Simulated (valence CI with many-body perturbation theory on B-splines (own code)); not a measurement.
Basis-set convergence for Ne3+

Calculated by configuration interaction combined with many-body perturbation theory (CI+MBPT): five valence electrons over a frozen Dirac-Fock core [He], a basis of 9 s, 9 p, 8 d, 6 f, 3 g, 1 h functions for each j, with the one-electron correlation potential Σ1 (screened to all orders), the two-electron term Σ2, the three-electron term Σ3, Breit, model QED; selected single and double excitations, second order for the rest, scaled by the run's own slope (own B-spline code, finite nucleus).

Set against measurement, 9 paired levels are off by 140 cm⁻¹ on average, the worst by 191. These come from a selection out of Moore, Atomic Energy Levels, vol. I, NSRDS-NBS 35 (1971 reprint of NBS Circular 467, 1949), an old analysis. Levels without a partner in it may be off by more. Among the levels kept, up to 2300 cm⁻¹ of a level comes from second order outside the variational space, and about a tenth of that is noise between levels of different J, which matters for small intervals.

The reference run has the lowest level 2s²2p³ ⁴S°_3/2 and an ionisation energy of 97.1736 eV. Its largest variational space holds 21299 state functions.

Changed runs:
A. basis 6 s, 6 p, 5 d, 3 f, 1 g
B. basis 5 s, 5 p, 4 d, 2 f

Excitation energies of the reference run in cm⁻¹, and shifts in cm⁻¹:

```csv
Level,Reference,A,B
2s²2p³ ²D°_5/2,41479,+196,+638
2s²2p³ ²D°_3/2,41513,+210,+649
2s²2p³ ²P°_3/2,62749,+248,+770
2s²2p³ ²P°_1/2,62750,+240,+765
2s2p⁴ ⁴P_5/2,183951,+55,+201
2s2p⁴ ⁴P_3/2,184559,+58,+206
2s2p⁴ ⁴P_1/2,184878,+61,+210
2s2p⁴ ²D_5/2,254415,+272,+901
2s2p⁴ ²D_3/2,254433,+275,+908
2s2p⁴ ²S_1/2,300136,+377,+1234
2s2p⁴ ²P_3/2,320478,+331,+1099
2s2p⁴ ²P_1/2,321188,+338,+1109
Ionisation energy (eV),97.1736,-0.0153,-0.0474
```
